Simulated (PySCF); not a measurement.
PySCF job for Al(Br)(NH2)(NMe2) (C₂H₈AlBrN₂), SMILES C[N](C)[Al]([NH2])[Br], ωB97X-D3(BJ)/def2-SVP. 

```python
import numpy as np
from pyscf import gto, scf, dft
from pyscf.geomopt import geometric_solver

mol = gto.M(
    atom='''
    Al   -0.08690630    0.61303583   -0.30994737
    Br   -0.82970894   -1.49706780   -0.55240091
    N    -0.67954428    1.82684798   -1.45681957
    H    -1.32455868    1.61666183   -2.20902155
    H    -0.46263825    2.81264892   -1.49028577
    N     1.06208886    0.94347304    1.02636961
    C     1.53806304   -0.00862643    2.01628518
    C     1.62453969    2.26554660    1.22239029
    H     2.62921633   -0.10598421    1.97189451
    H     1.26521000    0.31135510    3.02892053
    H     1.09466770   -0.98852459    1.83092645
    H     1.35844431    2.66746023    2.20708623
    H     2.71833921    2.24423609    1.14897629
    H     1.23748609    2.93628544    0.45594772
    ''',
    basis='def2-SVP',
    charge=0,
    spin=0,
    max_memory=1600,
    verbose=3,
)
mf = dft.RKS(mol, xc='wb97x-d3bj').density_fit(auxbasis='def2-universal-jkfit')
mf.grids.level = 3
mf.conv_tol = 1e-9
mf.max_cycle = 100
mf.kernel()
grad = mf.nuc_grad_method()
grad.grid_response = mol.nao <= 150
conv, mol_eq = geometric_solver.kernel(grad, convergence_set='GAU_TIGHT', maxsteps=100)
print(mol_eq.tostring(format='xyz'))
mf.reset(mol_eq)
mf.kernel()
```

Program output:

```
[...]
converged SCF energy = -3006.75173860325
--------------- DFRKS_Scanner gradients ---------------
         x                y                z
0 Al     0.0000013499     0.0000004629    -0.0000010789
1 Br     0.0000002955    -0.0000004291     0.0000003328
2 N     0.0000011618    -0.0000012737    -0.0000021246
3 H    -0.0000016122     0.0000010060     0.0000015638
4 H     0.0000007674    -0.0000003993    -0.0000008924
5 N    -0.0000024199     0.0000002200     0.0000007179
6 C    -0.0000013264    -0.0000003580     0.0000009055
7 C     0.0000002232    -0.0000010586     0.0000001279
8 H    -0.0000000530    -0.0000003970    -0.0000002356
9 H     0.0000003664     0.0000004771    -0.0000000651
10 H     0.0000000174     0.0000002326     0.0000006011
11 H    -0.0000003046     0.0000007637     0.0000008032
12 H     0.0000010444    -0.0000001375     0.0000004091
13 H     0.0000005213     0.0000009313    -0.0000010440
----------------------------------------------
cycle 78: E = -3006.7517386  dE = -3.24417e-09  norm(grad) = 5.89993e-06
Step   77 : Displace = 1.847e-04/4.209e-04 (rms/max) Trust = 1.717e-04 (-) Grad = 1.357e-06/2.616e-06 (rms/max) E (change) = -3006.7517386033 (-3.244e-09) Quality = 0.875
Hessian Eigenvalues: 6.42141e-05 2.42663e-04 1.05260e-03 ... 4.45685e-01 4.55260e-01 4.98546e-01

Geometry optimization cycle 79
Cartesian coordinates (Angstrom)
 Atom        New coordinates             dX        dY        dZ
  Al  -0.225602   0.792501  -0.236952    0.000088  0.000244 -0.000214
  Br  -1.316522  -1.163997  -0.492061   -0.000414  0.000554 -0.000437
   N  -0.701212   2.144476  -1.269083    0.000723  0.000360 -0.000352
   H  -1.437644   2.079488  -1.963566    0.000993  0.000476 -0.000651
   H  -0.303267   3.076689  -1.270963    0.000926  0.000274 -0.000262
   N   1.057738   0.896183   0.982310   -0.000147 -0.000091  0.000062
   C   1.470360  -0.197882   1.838538   -0.000483 -0.000258  0.000014
   C   1.806427   2.114123   1.217699   -0.000041 -0.000220  0.000388
   H   2.538508  -0.453401   1.690103   -0.000473 -0.000349  0.000247
   H   1.339149   0.049800   2.910773   -0.000728 -0.000401  0.000017
   H   0.877868  -1.101606   1.628976   -0.000527 -0.000164 -0.000267
   H   1.691967   2.473882   2.259736   -0.000155 -0.000400  0.000436
   H   2.891018   1.973483   1.038015   -0.000032 -0.000310  0.000521
   H   1.466151   2.924290   0.552052    0.000141 -0.000063  0.000489
converged SCF energy = -3006.75173860192
--------------- DFRKS_Scanner gradients ---------------
         x                y                z
0 Al     0.0000003127    -0.0000010321    -0.0000002520
1 Br    -0.0000008365    -0.0000001070     0.0000006207
2 N     0.0000032219    -0.0000007706     0.0000006942
3 H    -0.0000006590     0.0000001885    -0.0000003100
4 H    -0.0000004579     0.0000005670    -0.0000014553
5 N    -0.0000007263     0.0000015057    -0.0000011394
6 C    -0.0000008936    -0.0000000665     0.0000009457
7 C    -0.0000001585    -0.0000008714     0.0000007067
8 H    -0.0000005555    -0.0000001927     0.0000001408
9 H     0.0000002539     0.0000001027    -0.0000003631
10 H     0.0000001809     0.0000003284     0.0000003923
11 H    -0.0000000735     0.0000002110     0.0000000909
12 H     0.0000000981    -0.0000002542     0.0000003003
13 H     0.0000003198     0.0000003643    -0.0000003938
----------------------------------------------
cycle 79: E = -3006.7517386  dE = 1.33286e-09  norm(grad) = 5.05449e-06
Step   78 : Displace = 1.854e-04/4.156e-04 (rms/max) Trust = 2.428e-04 (+) Grad = 1.167e-06/2.758e-06 (rms/max) E (change) = -3006.7517386019 (+1.333e-09) Quality = -0.972
Hessian Eigenvalues: 6.23076e-05 2.39315e-04 1.05254e-03 ... 4.44718e-01 4.55147e-01 4.98537e-01

Geometry optimization cycle 80
Cartesian coordinates (Angstrom)
 Atom        New coordinates             dX        dY        dZ
  Al  -0.225561   0.792634  -0.237061    0.000041  0.000133 -0.000110
  Br  -1.316739  -1.163700  -0.492306   -0.000217  0.000297 -0.000245
   N  -0.700863   2.144684  -1.269237    0.000349  0.000208 -0.000153
   H  -1.437201   2.079806  -1.963827    0.000442  0.000318 -0.000261
   H  -0.302793   3.076842  -1.271044    0.000475  0.000154 -0.000081
   N   1.057663   0.896125   0.982342   -0.000076 -0.000058  0.000032
   C   1.470106  -0.198027   1.838546   -0.000254 -0.000145  0.000007
   C   1.806434   2.113989   1.217869    0.000007 -0.000134  0.000170
   H   2.538252  -0.453614   1.690213   -0.000256 -0.000213  0.000110
   H   1.338791   0.049593   2.910783   -0.000358 -0.000206  0.000010
   H   0.877569  -1.101693   1.628856   -0.000299 -0.000087 -0.000120
   H   1.691936   2.473676   2.259926   -0.000031 -0.000205  0.000190
   H   2.891025   1.973281   1.038240    0.000008 -0.000201  0.000225
   H   1.466257   2.924233   0.552265    0.000107 -0.000057  0.000213
converged SCF energy = -3006.75173860058
--------------- DFRKS_Scanner gradients ---------------
         x                y                z
0 Al     0.0000003196    -0.0000009168    -0.0000004051
1 Br    -0.0000009692     0.0000003897     0.0000007294
2 N     0.0000025916    -0.0000009897    -0.0000001206
3 H    -0.0000000492     0.0000004625    -0.0000001221
4 H    -0.0000007390     0.0000001067    -0.0000010467
5 N    -0.0000001761     0.0000009831    -0.0000004407
6 C    -0.0000008701     0.0000001787     0.0000006317
7 C    -0.0000001275    -0.0000001911     0.0000002756
8 H     0.0000000096    -0.0000001524     0.0000000516
9 H     0.0000000580     0.0000001356     0.0000001461
10 H    -0.0000001376    -0.0000002190     0.0000002808
11 H    -0.0000000061     0.0000001521    -0.0000000385
12 H    -0.0000000266    -0.0000000799     0.0000001707
13 H     0.0000001994    -0.0000000105    -0.0000001199
----------------------------------------------
cycle 80: E = -3006.7517386  dE = 1.33923e-09  norm(grad) = 3.894e-06
Step   79 : Displace = 6.742e-05/1.426e-04 (rms/max) Trust = 9.268e-05 (-) Grad = 7.348e-07/1.818e-06 (rms/max) E (change) = -3006.7517386006 (+1.339e-09) Quality = -8.874
Not rejecting step - energy change meets convergence criteria
Hessian Eigenvalues: 3.05414e-05 2.77615e-04 1.04203e-03 ... 4.45999e-01 4.56248e-01 4.99817e-01

Geometry optimization cycle 81
Cartesian coordinates (Angstrom)
 Atom        New coordinates             dX        dY        dZ
  Al  -0.225578   0.792827  -0.237132   -0.000017  0.000193 -0.000071
  Br  -1.317106  -1.163295  -0.492497   -0.000367  0.000405 -0.000191
   N  -0.700559   2.145000  -1.269294    0.000304  0.000316 -0.000057
   H  -1.436822   2.080276  -1.963978    0.000380  0.000470 -0.000150
   H  -0.302324   3.077088  -1.271007    0.000469  0.000246  0.000036
   N   1.057594   0.896041   0.982352   -0.000069 -0.000083  0.000010
   C   1.469811  -0.198219   1.838526   -0.000295 -0.000192 -0.000020
   C   1.806550   2.113775   1.217976    0.000116 -0.000215  0.000107
   H   2.537932  -0.453952   1.690259   -0.000320 -0.000338  0.000046
   H   1.338448   0.049356   2.910767   -0.000343 -0.000237 -0.000015
   H   0.877157  -1.101785   1.628734   -0.000411 -0.000092 -0.000122
   H   1.692068   2.473420   2.260049    0.000132 -0.000256  0.000123
   H   2.891127   1.972906   1.038380    0.000101 -0.000375  0.000140
   H   1.466525   2.924109   0.552406    0.000268 -0.000124  0.000140
converged SCF energy = -3006.75173859915
--------------- DFRKS_Scanner gradients ---------------
         x                y                z
0 Al     0.0000001733    -0.0000008193    -0.0000006780
1 Br    -0.0000011046     0.0000007969     0.0000009681
2 N     0.0000016176    -0.0000004828    -0.0000009580
3 H     0.0000003301     0.0000000253    -0.0000002822
4 H    -0.0000002883    -0.0000001770    -0.0000001886
5 N     0.0000000527     0.0000000014     0.0000002930
6 C    -0.0000006512     0.0000003155     0.0000007101
7 C     0.0000001323     0.0000002941    -0.0000001294
8 H     0.0000000964    -0.0000000460     0.0000000184
9 H    -0.0000001040     0.0000000630     0.0000002106
10 H    -0.0000002445    -0.0000000428     0.0000000492
11 H    -0.0000000703     0.0000000345    -0.0000000559
12 H     0.0000000571    -0.0000000591     0.0000000526
13 H     0.0000000811    -0.0000001642    -0.0000000303
----------------------------------------------
cycle 81: E = -3006.7517386  dE = 1.43518e-09  norm(grad) = 3.07982e-06
Step   80 : Displace = 3.686e-05/7.258e-05 (rms/max) Trust = 3.371e-05 (-) Grad = 3.180e-07/7.253e-07 (rms/max) E (change) = -3006.7517385991 (+1.435e-09) Quality = -9.283
Not rejecting step - energy change meets convergence criteria
Hessian Eigenvalues: 2.98573e-05 2.66035e-04 9.74898e-04 ... 4.46169e-01 4.56753e-01 4.98497e-01

Geometry optimization cycle 82
Cartesian coordinates (Angstrom)
 Atom        New coordinates             dX        dY        dZ
  Al  -0.225585   0.792873  -0.237142   -0.000008  0.000047 -0.000010
  Br  -1.317191  -1.163203  -0.492525   -0.000085  0.000092 -0.000028
   N  -0.700511   2.145076  -1.269290    0.000047  0.000076  0.000004
   H  -1.436784   2.080393  -1.963967    0.000038  0.000117  0.000010
   H  -0.302224   3.077142  -1.271002    0.000100  0.000054  0.000005
   N   1.057585   0.896022   0.982349   -0.000009 -0.000019 -0.000003
   C   1.469768  -0.198267   1.838502   -0.000043 -0.000048 -0.000024
   C   1.806573   2.113730   1.218002    0.000023 -0.000044  0.000026
   H   2.537884  -0.454022   1.690240   -0.000048 -0.000070 -0.000019
   H   1.338399   0.049286   2.910747   -0.000048 -0.000070 -0.000020
   H   0.877095  -1.101814   1.628683   -0.000062 -0.000029 -0.000051
   H   1.692102   2.473352   2.260085    0.000035 -0.000069  0.000036
   H   2.891145   1.972840   1.038399    0.000019 -0.000066  0.000019
   H   1.466565   2.924090   0.552454    0.000040 -0.000018  0.000049
converged SCF energy = -3006.75173859892
--------------- DFRKS_Scanner gradients ---------------
         x                y                z
0 Al    -0.0000031957     0.0000003256    -0.0000047249
1 Br    -0.0000010176     0.0000009142     0.0000012811
2 N     0.0000010274    -0.0000003979    -0.0000015493
3 H     0.0000015636    -0.0000000115     0.0000013151
4 H    -0.0000005630    -0.0000015081    -0.0000000955
5 N     0.0000002103     0.0000005177     0.0000003435
6 C     0.0000010176    -0.0000035407     0.0000037548
7 C     0.0000027008     0.0000047078     0.0000006970
8 H     0.0000005533     0.0000002158    -0.0000005222
9 H    -0.0000005284     0.0000006468     0.0000004404
10 H    -0.0000008020    -0.0000004577    -0.0000004263
11 H    -0.0000005869    -0.0000004358     0.0000000443
12 H    -0.0000001202    -0.0000006155    -0.0000003185
13 H    -0.0000003684    -0.0000004942    -0.0000002481
----------------------------------------------
cycle 82: E = -3006.7517386  dE = 2.20552e-10  norm(grad) = 1.04218e-05
Step   81 : Displace = 1.713e-05/3.870e-05 (rms/max) Trust = 1.686e-05 (-) Grad = 2.673e-06/5.620e-06 (rms/max) E (change) = -3006.7517385989 (+2.206e-10) Quality = -5.982
Hessian Eigenvalues: 2.98573e-05 2.66035e-04 9.74898e-04 ... 4.46169e-01 4.56753e-01 4.98497e-01
Converged! =D

14
XYZ from PySCF
Al         -0.22558531        0.79287346       -0.23714165
Br         -1.31719134       -1.16320342       -0.49252493
N          -0.70051105        2.14507554       -1.26929006
H          -1.43678404        2.08039292       -1.96396732
H          -0.30222407        3.07714182       -1.27100231
N           1.05758508        0.89602227        0.98234933
C           1.46976766       -0.19826686        1.83850172
C           1.80657283        2.11373034        1.21800175
H           2.53788371       -0.45402160        1.69024015
H           1.33839935        0.04928637        2.91074726
H           0.87709528       -1.10181401        1.62868344
H           1.69210235        2.47335163        2.26008465
H           2.89114540        1.97284017        1.03839915
H           1.46656547        2.92409045        0.55245425
converged SCF energy = -3006.75173859914
```

The run converged.
